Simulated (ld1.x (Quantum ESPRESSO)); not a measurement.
**Building the TM semilocal potential for copper (Cu) (PBE, scalar-relativistic).**

Input for ld1.x (Quantum ESPRESSO) 7.5:

```
&input
   title='Cu', zed=29., rel=1, dft='PBE', iswitch=3,
   config='[Ar] 3d10 4s1 4p0',
   nld=3, rlderiv=2.05, eminld=-7.0, emaxld=5.0, deld=0.02
 /
 &inputp
   pseudotype=1, tm=.true., lloc=2,
   nlcc=.false.,
   file_pseudopw='Cu.pp', file_wfcaegen='ae.wfc', file_wfcncgen='nc.wfc'
 /
3
4S  1  0   1.00   0.00  1.90  1.90  0.0
3P  2  1   6.00   0.00  0.80  0.80  0.0
3D  3  2  10.00   0.00  1.20  1.20  0.0
 &test
   configts(1)='3p6 3d10 4s1 4p0'
 /
```

Command:

```bash
ld1.x < Cu.in > Cu.out
```

The program printed (shortened: banner, matrices, multipoles, cross overlaps and the repeated all-electron block are left out):

```
Program LD1 v.7.5
     --------------------------- All-electron run ----------------------------

     Cu
     scalar relativistic calculation

     atomic number is 29.00
     dft =PBE   lsd =0 sic =0 latt =0  beta=0.20 tr2=1.0E-14
     Exchange-correlation= PBE
                           (   1   4   3   4   0   0   0)
     mesh =1199 r(mesh) = 100.25372 a.u. xmin = -7.00 dx = 0.01250
     1 Ry =  13.60569312 eV, c = 137.03599908

     n l     nl                  e(Ry)          e(Ha)          e(eV)
     1 0     1S 1( 2.00)      -650.5489      -325.2745     -8851.1694
     2 0     2S 1( 2.00)       -78.0904       -39.0452     -1062.4738
     2 1     2P 1( 6.00)       -67.3965       -33.6983      -916.9763
     3 0     3S 1( 2.00)        -8.4305        -4.2153      -114.7030
     3 1     3P 1( 6.00)        -5.3024        -2.6512       -72.1430
     3 2     3D 1(10.00)        -0.3703        -0.1851        -5.0378
     4 0     4S 1( 1.00)        -0.3388        -0.1694        -4.6093
     4 1     4P 1( 0.00)        -0.0512        -0.0256        -0.6967

     final scf error:  5.3E-15 reached in  32 iterations

     Etot =   -3309.701531 Ry,   -1654.850765 Ha,  -45030.783357 eV

     Ekin =    3358.932341 Ry,    1679.466170 Ha,   45700.602648 eV
     Encl =   -7969.314771 Ry,   -3984.657386 Ha, -108428.051175 eV
     Eh   =    1435.751702 Ry,     717.875851 Ha,   19534.397054 eV
     Exc  =    -135.070802 Ry,     -67.535401 Ha,   -1837.731883 eV

     normalization and overlap integrals

     s(1S/1S) =  1.000000  <r> =   0.0521  <r2> =    0.0037  r(max) =   0.0341
     s(2S/2S) =  1.000000  <r> =   0.2352  <r2> =    0.0653  r(max) =   0.1960
     s(2P/2P) =  1.000000  <r> =   0.2064  <r2> =    0.0523  r(max) =   0.1585
     s(3S/3S) =  1.000000  <r> =   0.7119  <r2> =    0.5863  r(max) =   0.6112
     s(3P/3P) =  1.000000  <r> =   0.7494  <r2> =    0.6650  r(max) =   0.6189
     s(3D/3D) =  1.000000  <r> =   1.0474  <r2> =    1.5756  r(max) =   0.6036
     s(4S/4S) =  1.000000  <r> =   2.9362  <r2> =   10.2155  r(max) =   2.2710
     s(4P/4P) =  1.000000  <r> =   5.1791  <r2> =   33.4210  r(max) =   3.6517

     ------------------------ End of All-electron run ------------------------

     --------------------- Generating NC pseudopotential ---------------------

      Generating local pot.: lloc=2, matching radius rcloc =   1.2000

      Wfc   4S  rcut= 1.883  Using Troullier-Martins method

      Wfc   3P  rcut= 0.805  Using Troullier-Martins method

     ------------------- End of pseudopotential generation -------------------

     Computing logarithmic derivative in   2.04209
     Computing logarithmic derivative in   2.04209
     Computing the partial wave expansion
     R is outside the sphere for l=    0 j= 0.00
     R is outside the sphere for l=    1 j= 0.00
       no projector for channel:   2

     ---------------------- Testing the pseudopotential ----------------------

     Cu
     scalar relativistic calculation

     atomic number is 29.00   valence charge is 17.00
     dft =PBE   lsd =0 sic =0 latt =0  beta=0.20 tr2=1.0E-14
     mesh =1199 r(mesh) = 100.25372 xmin = -7.00 dx = 0.01250

     n l     nl             e AE (Ry)        e PS (Ry)    De AE-PS (Ry)
     2 1     3P   1( 6.00)       -5.30241       -5.30258        0.00017
     3 2     3D   1(10.00)       -0.37027       -0.37028        0.00001
     1 0     4S   1( 1.00)       -0.33878       -0.33878        0.00000
     3 1     4P   1( 0.00)       -0.05121       -0.05146        0.00025

     eps = 4.6E-15  iter = 82

     Etot =   -3309.701531 Ry,   -1654.850765 Ha,  -45030.783357 eV
     Etotps =  -295.704568 Ry,    -147.852284 Ha,   -4023.265606 eV

     Ekin =     211.767644 Ry,     105.883822 Ha,    2881.245584 eV
     Encl =    -781.868664 Ry,    -390.934332 Ha,  -10637.865099 eV
     Ehrt =     269.351553 Ry,     134.675776 Ha,    3664.714571 eV
     Ecxc =     -31.496087 Ry,     -15.748044 Ha,    -428.526098 eV
     Epseu=      36.540986 Ry,      18.270493 Ha,     497.165437 eV

     ---------------------- End of pseudopotential test ----------------------
```

Generation and configuration tests took about 5 s on one core of a shared server CPU.

Transferability test of the new file with ld1.x, input:

```
&input
   title='Cu', zed=29., rel=1, dft='PBE', iswitch=2,
   config='[Ar] 3d10 4s1 4p0'
 /
 &test
   file_pseudo='Cu.pp', nconf=8,
   configts(1)='3p6 3d10 4s1 4p0',
   configts(2)='3p6 3d10 4s0 4p0',
   configts(3)='3p6 3d9 4s0 4p0',
   configts(4)='3p6 3d8 4s0 4p0',
   configts(5)='3p6 3d9 4s1 4p0',
   configts(6)='3p6 3d9 4s2 4p0',
   configts(7)='3p5 3d10 4s1 4p0',
   configts(8)='3p6 3d10 4s0.5 4p0'
 /
```

```bash
ld1.x < Cu.test.in > Cu.test.out
```

Pseudopotential blocks of its output, shortened (energy terms left out; the distinct warnings before each block abridged to one line each):

```
     Warning: convergence not achieved
     ---------------------- Testing the pseudopotential ----------------------

     n l     nl             e AE (Ry)        e PS (Ry)    De AE-PS (Ry)
     2 1     3P   1( 6.00)       -5.30241       -5.30258        0.00017
     3 2     3D   1(10.00)       -0.37027       -0.37028        0.00001
     1 0     4S   1( 1.00)       -0.33878       -0.33878        0.00000
     3 1     4P   1( 0.00)       -0.05121       -0.05146        0.00025

     eps = 6.0E-12  iter =201

     Etot =   -3309.701531 Ry,   -1654.850765 Ha,  -45030.783357 eV
     Etotps =  -295.704568 Ry,    -147.852284 Ha,   -4023.265606 eV

     ---------------------- End of pseudopotential test ----------------------

          ---------------------- Testing the pseudopotential ----------------------

     n l     nl             e AE (Ry)        e PS (Ry)    De AE-PS (Ry)
     2 1     3P   1( 6.00)       -5.93825       -5.93340       -0.00485
     3 2     3D   1(10.00)       -1.00387       -1.00186       -0.00202
     1 0     4S   1( 0.00)       -0.87409       -0.87558        0.00149
     3 1     4P   1( 0.00)       -0.48142       -0.48226        0.00084

     eps = 7.5E-15  iter = 18

     Etot =   -3309.102669 Ry,   -1654.551334 Ha,  -45022.635421 eV
     Etotps =  -295.105049 Ry,    -147.552525 Ha,   -4015.108742 eV
     dEtot_ae =       0.598862 Ry
     dEtot_ps =       0.599518 Ry,   Delta E=      -0.000656 Ry

     ---------------------- End of pseudopotential test ----------------------

          ---------------------- Testing the pseudopotential ----------------------

     n l     nl             e AE (Ry)        e PS (Ry)    De AE-PS (Ry)
     2 1     3P   1( 6.00)       -7.17487       -7.17569        0.00082
     3 2     3D   1( 9.00)       -2.17762       -2.17764        0.00002
     1 0     4S   1( 0.00)       -1.64243       -1.64128       -0.00115
     3 1     4P   1( 0.00)       -1.12816       -1.12916        0.00100

     eps = 3.5E-15  iter = 21

     Etot =   -3307.534761 Ry,   -1653.767381 Ha,  -45001.302955 eV
     Etotps =  -293.538410 Ry,    -146.769205 Ha,   -3993.793529 eV
     dEtot_ae =       2.166770 Ry
     dEtot_ps =       2.166158 Ry,   Delta E=       0.000612 Ry

     ---------------------- End of pseudopotential test ----------------------

          ---------------------- Testing the pseudopotential ----------------------

     n l     nl             e AE (Ry)        e PS (Ry)    De AE-PS (Ry)
     2 1     3P   1( 6.00)       -8.65850       -8.67257        0.01407  !
     3 2     3D   1( 8.00)       -3.59499       -3.60028        0.00529  !
     1 0     4S   1( 0.00)       -2.53770       -2.53421       -0.00349
     3 1     4P   1( 0.00)       -1.91536       -1.91797        0.00261

     eps = 1.0E-15  iter = 14

     Etot =   -3304.666857 Ry,   -1652.333428 Ha,  -44962.283127 eV
     Etotps =  -290.667777 Ry,    -145.333888 Ha,   -3954.736574 eV
     dEtot_ae =       5.034674 Ry
     dEtot_ps =       5.036791 Ry,   Delta E=      -0.002117 Ry

     ---------------------- End of pseudopotential test ----------------------

          Warning: convergence not achieved
     ---------------------- Testing the pseudopotential ----------------------

     n l     nl             e AE (Ry)        e PS (Ry)    De AE-PS (Ry)
     2 1     3P   1( 6.00)       -6.37323       -6.38061        0.00738  !
     3 2     3D   1( 9.00)       -1.38593       -1.38929        0.00336
     1 0     4S   1( 1.00)       -0.99920       -0.99650       -0.00270
     3 1     4P   1( 0.00)       -0.56486       -0.56559        0.00073

     eps = 6.1E-10  iter =201

     Etot =   -3308.850568 Ry,   -1654.425284 Ha,  -45019.205425 eV
     Etotps =  -294.852224 Ry,    -147.426112 Ha,   -4011.668882 eV
     dEtot_ae =       0.850962 Ry
     dEtot_ps =       0.852344 Ry,   Delta E=      -0.001381 Ry

     ---------------------- End of pseudopotential test ----------------------

          Warning: convergence not achieved
     ---------------------- Testing the pseudopotential ----------------------

     n l     nl             e AE (Ry)        e PS (Ry)    De AE-PS (Ry)
     2 1     3P   1( 6.00)       -5.68196       -5.69514        0.01319  !
     3 2     3D   1( 9.00)       -0.69958       -0.70645        0.00687  !
     1 0     4S   1( 2.00)       -0.42717       -0.42485       -0.00231
     3 1     4P   1( 0.00)       -0.08609       -0.08700        0.00091

     eps = 9.2E-11  iter =201

     Etot =   -3309.556741 Ry,   -1654.778371 Ha,  -45028.813395 eV
     Etotps =  -295.555831 Ry,    -147.777916 Ha,   -4021.241943 eV
     dEtot_ae =       0.144790 Ry
     dEtot_ps =       0.148737 Ry,   Delta E=      -0.003947 Ry

     ---------------------- End of pseudopotential test ----------------------

          Warning: convergence not achieved
     ---------------------- Testing the pseudopotential ----------------------

     n l     nl             e AE (Ry)        e PS (Ry)    De AE-PS (Ry)
     2 1     3P   1( 5.00)       -6.45223       -6.46158        0.00934  !
     3 2     3D   1(10.00)       -1.44585       -1.45469        0.00884  !
     1 0     4S   1( 1.00)       -1.00631       -1.00077       -0.00553  !
     3 1     4P   1( 0.00)       -0.56762       -0.56807        0.00045

     eps = 5.4E-10  iter =201

     Etot =   -3303.855838 Ry,   -1651.927919 Ha,  -44951.248655 eV
     Etotps =  -289.853000 Ry,    -144.926500 Ha,   -3943.650975 eV
     dEtot_ae =       5.845693 Ry
     dEtot_ps =       5.851567 Ry,   Delta E=      -0.005875 Ry

     ---------------------- End of pseudopotential test ----------------------

          ---------------------- Testing the pseudopotential ----------------------

     n l     nl             e AE (Ry)        e PS (Ry)    De AE-PS (Ry)
     2 1     3P   1( 6.00)       -5.60357       -5.60139       -0.00218
     3 2     3D   1(10.00)       -0.67108       -0.67008       -0.00100
     1 0     4S   1( 0.50)       -0.59517       -0.59568        0.00052
     3 1     4P   1( 0.00)       -0.25132       -0.25176        0.00044

     eps = 4.2E-15  iter = 91

     Etot =   -3309.469123 Ry,   -1654.734561 Ha,  -45027.621283 eV
     Etotps =  -295.472028 Ry,    -147.736014 Ha,   -4020.101739 eV
     dEtot_ae =       0.232408 Ry
     dEtot_ps =       0.232540 Ry,   Delta E=      -0.000132 Ry

     ---------------------- End of pseudopotential test ----------------------
```
